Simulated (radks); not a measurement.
Problem. Isoelectronic series with 44 electrons, all held in the configuration [Kr] 4d7 5s1, which need not be the ground one along the series. Method: non-relativistic Kohn-Sham, TPSS, spin-polarised, spherical densities, point nucleus; open shells are filled with parallel spins first (spin-orbit coupling, left out, can overturn this in heavy ions); meta-GGA in the generalised Kohn-Sham scheme; computed with a radial shooting solver on a logarithmic mesh with Libxc functionals. Total energies (hartree) and orbital eigenvalues (eV) (* marks an orbital that is empty in some or all of the ions):

ion,E (hartree),5s down*,4d down,5s up,4d up
Ru,-4443.49378,-2.7763,-4.0063,-4.3217,-6.2734
Rh+,-4687.51609,-10.3257,-15.6095,-12.1040,-18.1555
Pd2+,-4938.67102,-19.7663,-30.2038,-21.7391,-32.9978
Ag3+,-5196.92345,-30.8127,-47.3154,-32.9660,-50.3388
Cd4+,-5462.25072,-43.3234,-66.7027,-45.6476,-69.9435
In5+,-5734.63692,-57.2124,-88.2224,-59.6999,-91.6727
Sn6+,-6014.07016,-72.4222,-111.7819,-75.0668,-115.4357
Sb7+,-6300.54118,-88.9117,-137.3169,-91.7083,-141.1698
Te8+,-6594.04260,-106.6502,-164.7807,-109.5946,-168.8293
I9+,-6894.56835,-125.6142,-194.1379,-128.7029,-198.3795
Xe10+,-7202.11340,-145.7850,-225.3612,-149.0152,-229.7934
Ba12+,-7838.2450,-189.6893,-293.3225,-193.1957,-298.1310

Estimate the row of Cs11+.

Solution. E (hartree) -7516.6735; 5s down* -167.1474; 4d down -258.4287; 5s up -170.5168; 4d up -263.0498.
